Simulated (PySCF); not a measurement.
C3H8N (SMILES [CH2-]N(C)C), charge -1, singlet, at a GFN2-xTB geometry (in this run its highest filled SCF level lies above zero, so its values depend strongly on the basis, on diffuse functions most of all); CCSD(T)/STO-3G (PySCF).

Input for PySCF:
```python
from pyscf import gto, scf, cc

mol = gto.Mole()
mol.atom = '''
    N     0.001546    0.029851    0.378522
    C    -0.002249    1.469584   -0.201896
    C     1.174442   -0.652834   -0.084420
    C    -1.173850   -0.655085   -0.074649
    H     0.883755    1.937223    0.347793
    H    -0.884542    1.935528    0.355151
    H     1.246424   -0.719139   -1.194192
    H     1.205142   -1.682705    0.312765
    H     2.059148   -0.119681    0.269251
    H    -1.254938   -0.721537   -1.183784
    H    -2.056603   -0.123626    0.286377
    H    -1.199269   -1.685009    0.322770
'''
mol.basis = 'sto-3g'
mol.charge = -1
mol.spin = 0
mol.verbose = 4
mol.build()

mf = scf.RHF(mol)
mf.kernel()

mycc = cc.CCSD(mf, frozen=4)
mycc.kernel()
et = mycc.ccsd_t()
print('E(CCSD(T)) = %.10f' % (mycc.e_tot + et))
```

Question: What does PySCF print? Leave out banner, timings and long lists.

Answer: 
```
PySCF version 2.14.0

[INPUT] verbose = 4
[INPUT] num. atoms = 12
[INPUT] num. electrons = 34
[INPUT] charge = -1
[INPUT] spin (= nelec alpha-beta = 2S) = 0
[INPUT] symmetry False subgroup None
[INPUT] Mole.unit = angstrom
[INPUT] Symbol           X                Y                Z      unit          X                Y                Z       unit  Magmom
[INPUT]  1 N      0.001546000000   0.029851000000   0.378522000000 AA    0.002921516589   0.056410214544   0.715302912123 Bohr   0.0
[INPUT]  2 C     -0.002249000000   1.469584000000  -0.201896000000 AA   -0.004249994054   2.777111277043  -0.381528145645 Bohr   0.0
[INPUT]  3 C      1.174442000000  -0.652834000000  -0.084420000000 AA    2.219373729186  -1.233677464804  -0.159530679436 Bohr   0.0
[INPUT]  4 C     -1.173850000000  -0.655085000000  -0.074649000000 AA   -2.218255011321  -1.237931238311  -0.141066165473 Bohr   0.0
[INPUT]  5 H      0.883755000000   1.937223000000   0.347793000000 AA    1.670054911215   3.660820912208   0.657233518041 Bohr   0.0
[INPUT]  6 H     -0.884542000000   1.935528000000   0.355151000000 AA   -1.671542125675   3.657617826427   0.671138122865 Bohr   0.0
[INPUT]  7 H      1.246424000000  -0.719139000000  -1.194192000000 AA    2.355399995085  -1.358975755494  -2.256695820147 Bohr   0.0
[INPUT]  8 H      1.205142000000  -1.682705000000   0.312765000000 AA    2.277388321211  -3.179851598436   0.591040191350 Bohr   0.0
[INPUT]  9 H      2.059148000000  -0.119681000000   0.269251000000 AA    3.891225769946  -0.226164312314   0.508810648765 Bohr   0.0
[INPUT] 10 H     -1.254938000000  -0.721537000000  -1.183784000000 AA   -2.371489123309  -1.363507318740  -2.237027550642 Bohr   0.0
[INPUT] 11 H     -2.056603000000  -0.123626000000   0.286377000000 AA   -3.886416416959  -0.233619281875   0.541174098375 Bohr   0.0
[INPUT] 12 H     -1.199269000000  -1.685009000000   0.322770000000 AA   -2.266289959681  -3.184205527427   0.609946901226 Bohr   0.0

nuclear repulsion = 129.168345341656
number of shells = 20
number of NR pGTOs = 84
number of NR cGTOs = 28
basis = sto-3g
ecp = {}

******** <class 'pyscf.scf.hf.RHF'> ********
method = RHF
initial guess = minao
damping factor = 0
level_shift factor = 0
DIIS = <class 'pyscf.scf.diis.CDIIS'>
diis_start_cycle = 1
diis_space = 8
diis_damp = 0
SCF conv_tol = 1e-09
SCF conv_tol_grad = None
SCF max_cycles = 50
direct_scf = True
direct_scf_tol = 1e-13
Set gradient conv threshold to 3.16228e-05
Initial guess from minao.
init E= -170.805931921826
  HOMO = -0.060967176576429  LUMO = 0.410317011645602  gap/eV = 12.82430
cycle= 1 E= -170.256981133997  delta_E= 0.549  |g|= 0.418  |ddm|= 4.07
  HOMO = 0.230884577535609  LUMO = 0.839436237503607  gap/eV = 16.55953
cycle= 2 E= -170.321403421543  delta_E= -0.0644  |g|= 0.0836  |ddm|= 0.682
  HOMO = 0.133454591325313  LUMO = 0.842811704575011  gap/eV = 19.30259
cycle= 3 E= -170.324647738943  delta_E= -0.00324  |g|= 0.0275  |ddm|= 0.168
  HOMO = 0.129279908589303  LUMO = 0.843733881185606  gap/eV = 19.44128
cycle= 4 E= -170.325123947163  delta_E= -0.000476  |g|= 0.00636  |ddm|= 0.0751
  HOMO = 0.130557903082357  LUMO = 0.844782986626957  gap/eV = 19.43505
cycle= 5 E= -170.325149872339  delta_E= -2.59e-05  |g|= 0.00132  |ddm|= 0.0187
  HOMO = 0.130096980976305  LUMO = 0.844788525154075  gap/eV = 19.44775
cycle= 6 E= -170.325151013339  delta_E= -1.14e-06  |g|= 0.000108  |ddm|= 0.00457
  HOMO = 0.130074452404553  LUMO = 0.844769702820541  gap/eV = 19.44785
cycle= 7 E= -170.325151020779  delta_E= -7.44e-09  |g|= 2.54e-05  |ddm|= 0.000353
  HOMO = 0.130076421524153  LUMO = 0.844778856790072  gap/eV = 19.44804
cycle= 8 E= -170.325151021225  delta_E= -4.46e-10  |g|= 6.43e-06  |ddm|= 8.65e-05
  HOMO = 0.130077146650955  LUMO = 0.844776966967705  gap/eV = 19.44797
Extra cycle  E= -170.32515102125  delta_E= -2.59e-11  |g|= 2.48e-06  |ddm|= 1.65e-05
converged SCF energy = -170.32515102125

******** <class 'pyscf.cc.ccsd.CCSD'> ********
CC2 = 0
CCSD nocc = 13, nmo = 24
frozen orbitals 4
max_cycle = 50
direct = 0
conv_tol = 1e-07
conv_tol_normt = 1e-05
diis_space = 6
diis_start_cycle = 0
diis_start_energy_diff = 1e+09
Init t2, MP2 energy = -170.516652105975  E_corr(MP2) -0.191501084724481
Init E_corr(CCSD) = -0.191501084727478
cycle = 1  E_corr(CCSD) = -0.234208343174658  dE = -0.0427072584  norm(t1,t2) = 0.0573718
cycle = 2  E_corr(CCSD) = -0.247572063061605  dE = -0.0133637199  norm(t1,t2) = 0.0203993
cycle = 3  E_corr(CCSD) = -0.255022089842778  dE = -0.00745002678  norm(t1,t2) = 0.00836055
cycle = 4  E_corr(CCSD) = -0.255304647884392  dE = -0.000282558042  norm(t1,t2) = 0.00144262
cycle = 5  E_corr(CCSD) = -0.25528484256462  dE = 1.98053198e-05  norm(t1,t2) = 0.000587112
cycle = 6  E_corr(CCSD) = -0.255281731363797  dE = 3.11120082e-06  norm(t1,t2) = 0.000121141
cycle = 7  E_corr(CCSD) = -0.2552785322404  dE = 3.1991234e-06  norm(t1,t2) = 5.05456e-05
cycle = 8  E_corr(CCSD) = -0.255277717001825  dE = 8.15238574e-07  norm(t1,t2) = 1.80588e-05
cycle = 9  E_corr(CCSD) = -0.255277723508063  dE = -6.5062381e-09  norm(t1,t2) = 5.42138e-06
CCSD converged
E(CCSD) = -170.5804287447586  E_corr = -0.2552777235080634
CCSD(T) correction = -0.00220921785393243
E(CCSD(T)) = -170.5826379626
```
